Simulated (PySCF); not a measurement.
# Computed records: BH₄N₂Si, ClH₃OSi₂, CH₄AlB₂

All values are calculated (PySCF 2.14.0). Calculation on a computer-drawn molecule: optimised geometry and harmonic frequencies of an isolated molecule of the commonest isotopes, restricted reference for singlets and unrestricted otherwise, frozen core in MP2.

Common to all runs: basis cc-pV(D+d)Z.

```yaml
- entry: 1
  formula: BH4N2Si
  start_structure:
    atoms_angstrom:
      - ["N", -2.3847, -0.5763, -1.3808]
      - [B, -1.4518, -0.2063, -0.5575]
      - [Si, -0.1018, 0.5007, 0.3888]
      - ["N", 1.5549, 0.0845, 0.0967]
      - [H, -3.1515, -0.9768, -1.8749]
      - [H, -0.2248, 1.218, 1.7187]
      - [H, 2.2969, 0.7798, -0.0465]
      - [H, 2.0083, -0.7476, 0.5097]
  given:
    charge: 0
    multiplicity: 2
    method: HF
    drawn_bonds_atom: [1, 2, 3, 1, 3, 4, 4]
    drawn_bonds_other_atom: [2, 3, 4, 5, 6, 7, 8]
    drawn_bonds_order: [2, 1, 1, 1, 1, 1, 1]
  results:
    optimised_atom_element: ["N", B, Si, "N", H, H, H, H]
    "optimised_atom_x [angstrom]": [-2.322, -1.416, 0.06073, 1.491, -3.052, -0.3053, 2.264, 1.826]
    "optimised_atom_y [angstrom]": [-0.6963, -0.1091, 0.9339, -0.02739, -1.176, 1.341, 0.2965, -0.4869]
    "optimised_atom_z [angstrom]": [-1.236, -0.6457, 0.2159, 0.2976, -1.692, 1.593, 0.8498, -0.529]
    "modes_frequency [cm^-1]": [132.6, 203.3, 283.3, 395.9, 460.0, 519.4, 529.8, 568.5, 682.2, 759.4, 872.8, 958.2, 1696, 2063, 2291, 3767, 3860, 4084]
    "modes_reduced_mass [dalton]": [2.649, 1.262, 3.091, 4.02, 1.325, 1.245, 6.958, 1.241, 1.298, 1.085, 5.301, 1.262, 1.108, 7.68, 1.043, 1.051, 1.095, 1.102]
    "rotational_constants [GHz]": [18.79, 2.857, 2.519]
    "total_energy [hartree]": -424.8538
    spin_squared: 0.7583
    "convergence_status_largest_gradient_component [hartree/bohr]": 2.639e-05
- entry: 2
  formula: ClH3OSi2
  start_structure:
    atoms_angstrom:
      - [O, 0.4261, -3.0896, -0.6516]
      - [Si, 0.1496, -1.7195, 0.21]
      - [Si, -1.4116, -1.8809, 2.0123]
      - [Cl, -0.9525, -0.3533, -0.9535]
      - [H, -0.3005, -3.6353, -0.9146]
      - [H, 1.4808, -1.1355, 0.4214]
      - [H, -0.8449, -0.6395, 2.6654]
  given:
    charge: 0
    multiplicity: 1
    method: MP2
    drawn_bonds_atom: [1, 2, 2, 1, 2, 3]
    drawn_bonds_other_atom: [2, 3, 4, 5, 6, 7]
    drawn_bonds_order: [1, 1, 1, 1, 1, 1]
  results:
    optimised_atom_element: [O, Si, Si, Cl, H, H, H]
    "optimised_atom_x [angstrom]": [0.4984, 0.2561, -1.579, -1.147, -0.236, 1.554, -0.8008]
    "optimised_atom_y [angstrom]": [-3.082, -1.866, -1.675, -0.3612, -3.709, -1.169, -0.5917]
    "optimised_atom_z [angstrom]": [-0.7865, 0.3187, 1.735, -0.4371, -0.8573, 0.3547, 2.461]
    "modes_frequency [cm^-1]": [144.5, 172.0, 222.3, 361.4, 418.4, 449.6, 599.6, 639.7, 707.5, 823.0, 894.2, 939.1, 2114, 2321, 3869]
    "modes_reduced_mass [dalton]": [18.07, 4.423, 6.261, 1.797, 2.348, 7.218, 1.134, 1.185, 1.094, 1.255, 4.256, 1.204, 1.042, 1.043, 1.066]
    "rotational_constants [GHz]": [4.168, 2.879, 1.931]
    "total_energy [hartree]": -1114.5268
    "convergence_status_largest_gradient_component [hartree/bohr]": 1.938e-05
- entry: 3
  formula: CH4AlB2
  start_structure:
    atoms_angstrom:
      - [B, -4.4329, -0.3421, -0.1375]
      - [C, -3.9358, 0.1488, 1.1817]
      - [Al, -2.1072, 0.589, 1.6599]
      - [B, -0.1795, 1.0874, 2.191]
      - [H, -4.7178, -0.6441, -1.0974]
      - [H, -4.5713, 0.2875, 2.0282]
      - [H, 0.0293, 1.4476, 3.2824]
      - [H, 0.6901, 1.0469, 1.4701]
  given:
    charge: 1
    multiplicity: 1
    method: HF
    drawn_bonds_atom: [1, 2, 3, 1, 2, 4, 4]
    drawn_bonds_other_atom: [2, 3, 4, 5, 6, 7, 8]
    drawn_bonds_order: [2, 1, 1, 1, 1, 1, 1]
  results:
    optimised_atom_element: [B, C, Al, B, H, H, H, H]
    "optimised_atom_x [angstrom]": [-4.354, -3.923, -2.185, -0.1615, -4.672, -4.673, 0.05092, 0.6927]
    "optimised_atom_y [angstrom]": [-0.2879, 0.1534, 0.5866, 1.1, -0.6561, 0.2543, 1.452, 1.019]
    "optimised_atom_z [angstrom]": [-0.04759, 1.202, 1.65, 2.202, -1.116, 1.992, 3.319, 1.377]
    "modes_frequency [cm^-1]": [82.47, 97.89, 149.5, 221.1, 417.0, 487.4, 621.5, 758.6, 797.5, 803.9, 897.1, 1003, 1201, 1524, 2737, 2861, 2966, 3254]
    "modes_reduced_mass [dalton]": [1.138, 3.231, 3.597, 3.308, 1.482, 4.882, 1.215, 1.96, 1.987, 1.305, 1.303, 1.487, 1.104, 6.286, 1.045, 1.132, 1.13, 1.086]
    "rotational_constants [GHz]": [39.16, 2.58, 2.421]
    "total_energy [hartree]": -331.1663
    "convergence_status_largest_gradient_component [hartree/bohr]": 2.158e-05
```
